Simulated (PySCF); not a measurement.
Species: C3H11GeNSi.
SMILES: `C=C[CH2][GeH2][NH][SiH3]`

All values: CAM-B3LYP/def2-SVPD (PySCF, non-relativistic), on one gas-phase PBE0-D3(BJ)/def2-SVP geometry that isn't relaxed in the solvent. The solvent is an IEF-PCM continuum (Bondi radii, 1.10 Å for H, scaled by 1.2), and excitations are vertical TDDFT with non-equilibrium linear response and a frozen core. Specific hydrogen bonds and non-electrostatic terms are outside this model. Spin–orbit coupling is left out although an atom past zinc is present.

Gas-phase singlets (H = HOMO, L = LUMO):

| state | E (eV) | λ (nm) | f | leading configuration |
| --- | --- | --- | --- | --- |
| S1 | 6.133 | 202 | 0.005 | H→L+1 71% |
| S2 | 6.414 | 193 | 0.198 | H→L 93% |
| S3 | 6.822 | 182 | 0.022 | H→L+2 56% |
| S4 | 6.904 | 180 | 0.129 | H-1→L 85% |
| S5 | 7.054 | 176 | 0.055 | H-1→L+1 41% |

**Question.** Give the list for dimethylsulfoxide (ε = 46.83), n² = 2.19.

**Answer.** 
| state | E (eV) | λ (nm) | f | leading configuration | change by rank (eV) |
| --- | --- | --- | --- | --- | --- |
| S1 | 6.163 | 201 | 0.004 | H→L+1 52% | +0.030 |
| S2 | 6.350 | 195 | 0.378 | H→L 79% | -0.064 |
| S3 | 6.838 | 181 | 0.020 | H→L+3 28% | +0.016 |
| S4 | 6.900 | 180 | 0.094 | H-1→L 73% | -0.004 |
| S5 | 7.058 | 176 | 0.078 | H→L+3 24% | +0.004 |

**Question.** The ground-state energy changes by -0.102 eV from gas to dimethylsulfoxide. By how much does the total energy of gas-phase S2 change?

**Answer.** E(S2) = E(S0) + excitation energy, so it changes by -0.102 − 0.064 = -0.166 eV: it is lowered more than the ground state, which is what a red shift means. This is the vertical state, with the slow part of the continuum still set for S0.

**Question.** How do the frontier levels move from gas to dimethylsulfoxide?

**Answer.** 
```json
{"orbital": "LUMO+2", "gas (eV)": "1.34", "solvent (eV)": "1.56", "change (eV)": "+0.22"}
{"orbital": "LUMO+1", "gas (eV)": "1.03", "solvent (eV)": "1.14", "change (eV)": "+0.11"}
{"orbital": "LUMO", "gas (eV)": "0.83", "solvent (eV)": "1.01", "change (eV)": "+0.18"}
{"orbital": "HOMO", "gas (eV)": "-8.31", "solvent (eV)": "-8.18", "change (eV)": "+0.13"}
{"orbital": "HOMO-1", "gas (eV)": "-8.75", "solvent (eV)": "-8.64", "change (eV)": "+0.11"}
{"orbital": "HOMO-2", "gas (eV)": "-10.64", "solvent (eV)": "-10.59", "change (eV)": "+0.05"}
{"orbital": "HOMO-3", "gas (eV)": "-10.78", "solvent (eV)": "-10.74", "change (eV)": "+0.04"}
```

The HOMO–LUMO gap goes from 9.14 to 9.19 eV. Rows go by rank; for HOMO-3, HOMO-2, LUMO+1 and LUMO+2 the atom shares or the degeneracy differ between the runs, so the row needn't follow one orbital.

Shape of the structure used: `[CH2:1]=[CH:2][CH2:3][GeH2:4][NH:5][SiH3:6]`: C1–C2–C3–Ge4 99°, C2–C3–Ge4–N5 -54°, C3–Ge4–N5–Si6 -150°.
